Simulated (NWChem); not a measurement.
# Total energies of BiCl₃

```xyz
4

Bi     0.0021     0.4468     0.0000
Cl    -1.0836    -0.7221     1.8710
Cl    -1.0836    -0.7221    -1.8710
Cl     2.1570    -0.7374     0.0000
```
Charge 0, spin multiplicity 1.

Program: NWChem. Structure: optimised with PBE0/def2-SVP with def2 effective core potentials on Bi, a minimum by its harmonic frequencies.

Basis set: def2-SVP (80 functions).

```
method   total energy (Ha)
-------  -----------------
RHF            -1591.73039
MP2            -1592.23070
B2PLYP         -1594.14729
PBE            -1594.38716
B3LYP          -1595.03175
PBE0           -1594.46833
CCSD(T)        -1592.28360
```

Total energies of different functionals aren't comparable as a measure of quality: only differences taken within one method are. 

Effective core potentials replace the inner electrons of Bi; spin-orbit coupling is left out. The correlated methods keep 19 core orbitals frozen. B3LYP has NWChem's definition, with VWN1-RPA local correlation. The structure started from a generated list of species. Coupled-cluster values serve here as a point of comparison, not as the truth.
